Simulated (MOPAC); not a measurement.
Input for MOPAC: PM7 on H4SSi2 (SMILES [SiH3][Si]S), a point of a torsion scan.

```
PM7 1SCF PRECISE CHARGE=0 THREADS=1
H4SSi2

Si     0.97793863 1    -0.13430553 1     0.09852754 1
Si    -0.52145751 1     1.59377135 1    -0.22747951 1
S     -2.47027462 1     0.74262094 1     0.33302590 1
H      0.79749824 1    -1.38086546 1    -0.66248768 1
H      2.27213952 1     0.41769830 1    -0.32825121 1
H      1.16502134 1    -0.59300287 1     1.48413352 1
H     -2.14779151 1    -0.49921471 1     0.67174327 1
```

Program output:

```
*******************************************************************************
 **                                                                           **
 **                              MOPAC v23.2.5                                **
 **                                                                           **
 *******************************************************************************
 ** MOPAC's Digital Object Identifier: https://doi.org/10.5281/zenodo.6511958 **
 **                                                                           **
 ** Please cite the open-source release paper for use of this MOPAC version:  **
 ** J. E. Moussa and J. J. P. Stewart (2026)                                  **
 ** MOPAC: An open-source semiempirical molecular orbital program             **
 ** J. Open Source Softw., 11(119), 8025, https://doi.org/10.21105/joss.08025 **
 *******************************************************************************

                              PM7 CALCULATION RESULTS

 *******************************************************************************
 *  PM7        - The PM7 Hamiltonian to be used
 *
 *
 *
 *                 CHARGE ON SYSTEM = 0
 *
 *
 *
 *  PRECISE    - TIGHTER CRITERIA TO BE USED
 *  1SCF       - DO 1 SCF AND THEN STOP
 *  THREADS=1  - MULTI-THREADING NOT USED
 *  T=         - A TIME OF 172800.0 SECONDS REQUESTED
 *  DUMP=N     - RESTART FILE WRITTEN EVERY 7200.0 SECONDS REQUESTED
 *******************************************************************************
PM7 1SCF PRECISE CHARGE=0 THREADS=1
 H4SSi2

   ATOM   CHEMICAL          X               Y               Z
  NUMBER   SYMBOL      (ANGSTROMS)     (ANGSTROMS)     (ANGSTROMS)

     1      Si          0.97793863  *  -0.13430553  *   0.09852754  *
     2      Si         -0.52145751  *   1.59377135  *  -0.22747951  *
     3       S         -2.47027462  *   0.74262094  *   0.33302590  *
     4       H          0.79749824  *  -1.38086546  *  -0.66248768  *
     5       H          2.27213952  *   0.41769830  *  -0.32825121  *
     6       H          1.16502134  *  -0.59300287  *   1.48413352  *
     7       H         -2.14779151  *  -0.49921471  *   0.67174327  *



          CARTESIAN COORDINATES

    NO.       ATOM           X           Y           Z

     1        Si          0.9779     -0.1343      0.0985
     2        Si         -0.5215      1.5938     -0.2275
     3         S         -2.4703      0.7426      0.3330
     4         H          0.7975     -1.3809     -0.6625
     5         H          2.2721      0.4177     -0.3283
     6         H          1.1650     -0.5930      1.4841
     7         H         -2.1478     -0.4992      0.6717

 General Reference for PM7:
 "Optimization of Parameters for Semiempirical Methods VI: More Modifications to the
 NDDO Approximations and Re-optimization of Parameters", J. J. P. Stewart, J. Mol. Mod., 1:32, 19 (2013)
 https://link.springer.com/article/10.1007/s00894-012-1667-x

           Empirical Formula: H4 Si2 S  =     7 atoms



      MOLECULAR POINT GROUP   :   Cs


      RHF CALCULATION, NO. OF DOUBLY OCCUPIED LEVELS = 9


 -------------------------------------------------------------------------------
 PM7 1SCF PRECISE CHARGE=0 THREADS=1
 H4SSi2



     1SCF WAS SPECIFIED, SO BFGS WAS NOT USED
     SCF FIELD WAS ACHIEVED


                              PM7 CALCULATION
                                                       MOPAC v23.2.5 Linux




          FINAL HEAT OF FORMATION =         60.46602 KCAL/MOL =     252.98981 KJ/MOL


          COSMO AREA              =        135.96 SQUARE ANGSTROMS
          COSMO VOLUME            =        132.85 CUBIC ANGSTROMS

          IONIZATION POTENTIAL    =          9.665157 EV
          HOMO LUMO ENERGIES (EV) =         -9.665 -1.381
          NO. OF FILLED LEVELS    =          9
          MOLECULAR WEIGHT        =         92.2626         POINT GROUP:  Cs

          MOLECULAR DIMENSIONS (Angstroms)

            Atom       Atom       Distance
            H     5    S     3     4.79931
           Si     2    H     4     2.88604
           Si     2    H     6     2.10058


          SCF CALCULATIONS        =          1





   ATOM   CHEMICAL          X               Y               Z
  NUMBER   SYMBOL      (ANGSTROMS)     (ANGSTROMS)     (ANGSTROMS)

     1      Si          0.97793863  *  -0.13430553  *   0.09852754  *
     2      Si         -0.52145751  *   1.59377135  *  -0.22747951  *
     3       S         -2.47027462  *   0.74262094  *   0.33302590  *
     4       H          0.79749824  *  -1.38086546  *  -0.66248768  *
     5       H          2.27213952  *   0.41769830  *  -0.32825121  *
     6       H          1.16502134  *  -0.59300287  *   1.48413352  *
     7       H         -2.14779151  *  -0.49921471  *   0.67174327  *

                             CARTESIAN COORDINATES

   1   Si        0.977938630    -0.134305530     0.098527540
   2   Si       -0.521457510     1.593771350    -0.227479510
   3    S       -2.470274620     0.742620940     0.333025900
   4    H        0.797498240    -1.380865460    -0.662487680
   5    H        2.272139520     0.417698300    -0.328251210
   6    H        1.165021340    -0.593002870     1.484133520
   7    H       -2.147791510    -0.499214710     0.671743270


           Empirical Formula: H4 Si2 S  =     7 atoms



      MOLECULAR POINT GROUP   :   Cs


                  EIGENVALUES
 -27.39740 -19.37136 -14.43784 -13.05414 -12.93518 -12.87766 -10.44744  -9.89420
  -9.66516  -1.38116  -0.97839  -0.73010  -0.33312  -0.28276  -0.22536   0.02589
   1.40670   1.88466   1.98113   3.06997   7.39137  18.71134  18.76344  19.73149
  19.76922  20.10287  21.92692  21.96565  22.50979  22.90245  23.17712


              NET ATOMIC CHARGES AND DIPOLE CONTRIBUTIONS

  ATOM NO.   TYPE          CHARGE      No. of ELECS.   s-Pop       p-Pop       d-Pop
    1         Si          -0.069349        4.0693     0.91341     3.06308     0.09286
    2         Si           0.188202        3.8118     1.16058     2.58745     0.06377
    3          S          -0.378373        6.3784     1.87209     4.38169     0.12460
    4          H           0.023554        0.9764     0.97645
    5          H           0.036632        0.9634     0.96337
    6          H           0.024581        0.9754     0.97542
    7          H           0.174752        0.8252     0.82525
 DIPOLE           X         Y         Z       TOTAL
 POINT-CHG.     2.517    -0.436    -0.237     2.566
 HYBRID        -1.197    -1.731     0.681     2.212
 SUM            1.320    -2.167     0.443     2.576


          ATOMIC ORBITAL ELECTRON POPULATIONS

     Atom    s        px        py        pz      x^2-y^2     xz        z^2       yz        xy
    1 Si   0.91341   1.03610   1.00281   1.02417   0.02177   0.00698   0.02358   0.01992   0.02061
    2 Si   1.16058   0.71933   1.60224   0.26588   0.01544   0.01241   0.00771   0.00511   0.02311
    3  S   1.87209   1.41109   1.17623   1.79437   0.04988   0.01603   0.02074   0.01392   0.02404
    4  H   0.97645
    5  H   0.96337
    6  H   0.97542
    7  H   0.82525

 **********************
 *                    *
 * JOB ENDED NORMALLY *
 *                    *
 **********************




 == MOPAC DONE ==
```

The run finished.

Cost: roughly 0.04 core-seconds.
